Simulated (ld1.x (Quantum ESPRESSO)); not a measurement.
# PBE TM semilocal dataset for Eu, scalar-relativistic all-electron reference.

ld1.x (Quantum ESPRESSO) 7.5 was run on this input:

```
&input
   title='Eu', zed=63., rel=1, dft='PBE', iswitch=3,
   config='[Xe] 4f6 5d1 6s2 6p0',
   nld=4, rlderiv=3.70, eminld=-4.0, emaxld=5.0, deld=0.02
 /
 &inputp
   pseudotype=1, tm=.true., lloc=0,
   nlcc=.true., rcore=0.65,
   file_pseudopw='Eu.pp', file_wfcaegen='ae.wfc', file_wfcncgen='nc.wfc'
 /
4
5P  2  1   6.00   0.00  2.65  2.65  0.0
5D  3  2   1.00   0.00  2.00  2.00  0.0
4F  4  3   6.00   0.00  0.90  0.90  0.0
6S  1  0   2.00   0.00  3.40  3.40  0.0
 &test
   configts(1)='4f6 5p6 5d1 6s2 6p0'
 /
```

Command:

```bash
ld1.x < Eu.in > Eu.out
```

The program printed (shortened: banner, matrices, multipoles, cross overlaps and the repeated all-electron block are left out):

```
Program LD1 v.7.5
     --------------------------- All-electron run ----------------------------

     Eu
     scalar relativistic calculation

     atomic number is 63.00
     dft =PBE   lsd =0 sic =0 latt =0  beta=0.20 tr2=1.0E-14
     Exchange-correlation= PBE
                           (   1   4   3   4   0   0   0)
     mesh =1261 r(mesh) = 100.16965 a.u. xmin = -7.00 dx = 0.01250
     1 Ry =  13.60569312 eV, c = 137.03599908

     n l     nl                  e(Ry)          e(Ha)          e(eV)
     1 0     1S 1( 2.00)     -3555.6949     -1777.8475    -48377.6942
     2 0     2S 1( 2.00)      -584.3080      -292.1540     -7949.9155
     2 1     2P 1( 6.00)      -520.6097      -260.3048     -7083.2554
     3 0     3S 1( 2.00)      -129.0277       -64.5139     -1755.5119
     3 1     3P 1( 6.00)      -109.2084       -54.6042     -1485.8555
     4 0     4S 1( 2.00)       -26.0313       -13.0157      -354.1740
     4 1     4P 1( 6.00)       -19.5021        -9.7511      -265.3400
     3 2     3D 1(10.00)       -82.7226       -41.3613     -1125.4979
     5 0     5S 1( 2.00)        -3.5443        -1.7722       -48.2231
     5 1     5P 1( 6.00)        -1.9576        -0.9788       -26.6345
     4 2     4D 1(10.00)       -10.4058        -5.2029      -141.5784
     4 3     4F 1( 6.00)        -0.6147        -0.3073        -8.3633
     5 2     5D 1( 1.00)        -0.1940        -0.0970        -2.6390
     6 0     6S 1( 2.00)        -0.2984        -0.1492        -4.0594
     6 1     6P 1( 0.00)        -0.0981        -0.0490        -1.3343

     final scf error:  2.4E-15 reached in  33 iterations

     Etot =  -21687.884905 Ry,  -10843.942453 Ha, -295078.706505 eV

     Ekin =   23237.159284 Ry,   11618.579642 Ha,  316157.658275 eV
     Encl =  -52837.307666 Ry,  -26418.653833 Ha, -718888.193542 eV
     Eh   =    8395.562571 Ry,    4197.781286 Ha,  114227.447937 eV
     Exc  =    -483.299095 Ry,    -241.649548 Ha,   -6575.619174 eV

     normalization and overlap integrals

     s(1S/1S) =  1.000000  <r> =   0.0223  <r2> =    0.0007  r(max) =   0.0142
     s(2S/2S) =  1.000000  <r> =   0.0951  <r2> =    0.0107  r(max) =   0.0806
     s(2P/2P) =  1.000000  <r> =   0.0839  <r2> =    0.0086  r(max) =   0.0652
     s(3S/3S) =  1.000000  <r> =   0.2496  <r2> =    0.0712  r(max) =   0.2275
     s(3P/3P) =  1.000000  <r> =   0.2480  <r2> =    0.0713  r(max) =   0.2247
     s(4S/4S) =  1.000000  <r> =   0.5653  <r2> =    0.3605  r(max) =   0.5256
     s(4P/4P) =  1.000000  <r> =   0.5982  <r2> =    0.4069  r(max) =   0.5526
     s(3D/3D) =  1.000000  <r> =   0.2260  <r2> =    0.0600  r(max) =   0.1839
     s(5S/5S) =  1.000000  <r> =   1.3592  <r2> =    2.0776  r(max) =   1.2145
     s(5P/5P) =  1.000000  <r> =   1.5890  <r2> =    2.8687  r(max) =   1.3763
     s(4D/4D) =  1.000000  <r> =   0.6513  <r2> =    0.4919  r(max) =   0.5737
     s(4F/4F) =  1.000000  <r> =   0.8939  <r2> =    1.0538  r(max) =   0.5882
     s(5D/5D) =  1.000000  <r> =   2.8517  <r2> =   10.0548  r(max) =   1.9776
     s(6S/6S) =  1.000000  <r> =   4.0441  <r2> =   18.5864  r(max) =   3.4276
     s(6P/6P) =  1.000000  <r> =   5.6815  <r2> =   37.2585  r(max) =   4.6268

     ------------------------ End of All-electron run ------------------------

     --------------------- Generating NC pseudopotential ---------------------

      Generating local pot.: lloc=0, matching radius rcloc =   3.4000

      Computing core charge for nlcc:

       r > 0.65 : true rho core
       r < 0.65 : rho core = a sin(br)/r    a=  76.69  b=   3.71

      Integrated core pseudo-charge :  23.11

      Wfc   5P  rcut= 2.669  Using Troullier-Martins method

      Wfc   5D  rcut= 1.978  Using Troullier-Martins method

      Wfc   4F  rcut= 0.911  Using Troullier-Martins method

     ------------------- End of pseudopotential generation -------------------

     Computing logarithmic derivative in   3.71781
     Computing logarithmic derivative in   3.71781
     Computing the partial wave expansion
       no projector for channel:   0
     R is outside the sphere for l=    1 j= 0.00
     R is outside the sphere for l=    2 j= 0.00
     R is outside the sphere for l=    3 j= 0.00

     ---------------------- Testing the pseudopotential ----------------------

     Eu
     scalar relativistic calculation

     atomic number is 63.00   valence charge is 15.00
     dft =PBE   lsd =0 sic =0 latt =0  beta=0.20 tr2=1.0E-14
     mesh =1261 r(mesh) = 100.16965 xmin = -7.00 dx = 0.01250

     n l     nl             e AE (Ry)        e PS (Ry)    De AE-PS (Ry)
     4 3     4F   1( 6.00)       -0.61469       -0.61450       -0.00019
     2 1     5P   1( 6.00)       -1.95760       -1.95760       -0.00000
     3 2     5D   1( 1.00)       -0.19396       -0.19396       -0.00000
     1 0     6S   1( 2.00)       -0.29836       -0.29836        0.00000
     3 1     6P   1( 0.00)       -0.09807       -0.02942       -0.06865  !

     eps = 3.7E-15  iter = 14

     Etot =  -21687.884905 Ry,  -10843.942453 Ha, -295078.706505 eV
     Etotps =  -214.757207 Ry,    -107.378603 Ha,   -2921.920649 eV

     Ekin =     216.128116 Ry,     108.064058 Ha,    2940.572822 eV
     Encl =    -221.351208 Ry,    -110.675604 Ha,   -3011.636609 eV
     Ehrt =     132.291592 Ry,      66.145796 Ha,    1799.918807 eV
     Ecxc =     -97.236252 Ry,     -48.618126 Ha,   -1322.966611 eV
     (Ecc =     -68.737391 Ry,     -34.368695 Ha,    -935.219842 eV)
     Epseu=    -244.589454 Ry,    -122.294727 Ha,   -3327.809058 eV

     ---------------------- End of pseudopotential test ----------------------
```

Generation and configuration tests took about 2.6 s on one core of a shared server CPU.
